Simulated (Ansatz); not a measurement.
Cartesian coordinates (Å):
```xyz
10

C      2.1751     0.2687     0.1289
C      1.0091    -0.1697    -0.2434
C     -0.1751    -0.5834    -0.5890
Si    -1.7115     0.0939     0.2131
H      2.7220    -0.2110     0.9334
H      2.6342     1.1210    -0.3600
H     -0.2567    -1.3429    -1.3654
H     -1.3243     1.1084     1.2235
H     -2.5959     0.7151    -0.8093
H     -2.4770    -1.0007     0.8682
```
Charge 0, spin multiplicity 1.

All values below come from frozen-core CCSD(T)/def2-TZVPP // PBE0-D3(BJ)/def2-TZVP in Ansatz (a quantum-chemistry and plane-wave program).

```yaml
HF energy: -406.02324 Ha
MP2 correlation energy: -0.59785 Ha
```

Task: Estimate the CCSD correlation energy, the (T) correction, the total energy and the T1 diagnostic.

Result: 
```yaml
CCSD correlation energy: -0.64160 Ha
"(T) correction": -0.02946 Ha
CCSD(T) total energy: -406.69431 Ha
T1 diagnostic: 0.012
```
